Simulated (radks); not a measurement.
Results of a calculation; reference values are marked as such.
Effect of the nuclear size on neutral praseodymium, [Xe] 4f3 6s2. Code: a radial shooting solver on a logarithmic mesh with Libxc functionals. Model: Dirac Kohn-Sham, exchange-only LDA, spin-unpolarised, spherical densities, finite nucleus; open shells fill j = l - 1/2 first; Fermi nuclear charge, rms radius 4.8919 fm. The rms radius is varied about that value; shifts are against it.

rms radius (fm) = 3.938: total energy shift (eV) -4.12; density at nucleus (e/bohr^3) 4.35e+05; 1s1/2 shift (meV) -1710; 2s1/2 shift (meV) -211; 5s1/2 shift (meV) -1.53; 5p1/2 shift (meV) 0.211; 6s1/2 shift (meV) -0.075; 6p1/2 (empty) shift (meV) 0.056; 4f5/2 shift (meV) 0.316
rms radius (fm) = 4.5446: total energy shift (eV) -1.58; density at nucleus (e/bohr^3) 4.218e+05; 1s1/2 shift (meV) -656; 2s1/2 shift (meV) -80.9; 5s1/2 shift (meV) -0.587; 5p1/2 shift (meV) 0.081; 6s1/2 shift (meV) -0.029; 6p1/2 (empty) shift (meV) 0.021; 4f5/2 shift (meV) 0.121
rms radius (fm) = 4.8919: total energy shift (eV) 0; density at nucleus (e/bohr^3) 4.152e+05; 1s1/2 shift (meV) 0.000; 2s1/2 shift (meV) 0.000; 5s1/2 shift (meV) 0.000; 5p1/2 shift (meV) 0.000; 6s1/2 shift (meV) 0.000; 6p1/2 (empty) shift (meV) 0.000; 4f5/2 shift (meV) 0.000
rms radius (fm) = 5.3713: total energy shift (eV) 2.33; density at nucleus (e/bohr^3) 4.07e+05; 1s1/2 shift (meV) 968; 2s1/2 shift (meV) 119; 5s1/2 shift (meV) 0.866; 5p1/2 shift (meV) -0.119; 6s1/2 shift (meV) 0.042; 6p1/2 (empty) shift (meV) -0.032; 4f5/2 shift (meV) -0.179
rms radius (fm) = 5.4104: total energy shift (eV) 2.53; density at nucleus (e/bohr^3) 4.063e+05; 1s1/2 shift (meV) 1050; 2s1/2 shift (meV) 129; 5s1/2 shift (meV) 0.940; 5p1/2 shift (meV) -0.129; 6s1/2 shift (meV) 0.046; 6p1/2 (empty) shift (meV) -0.034; 4f5/2 shift (meV) -0.194

Slopes of the eigenvalues against <r^2> in GHz/fm^2, as finite differences over the two radii next to the reference (eigenvalue slopes, not the field-shift constants of lines): 1s1/2 47900, 2s1/2 5900, 5s1/2 42.9, 5p1/2 -5.91, 6s1/2 2.09, 6p1/2 (empty) -1.56, 4f5/2 -8.87.
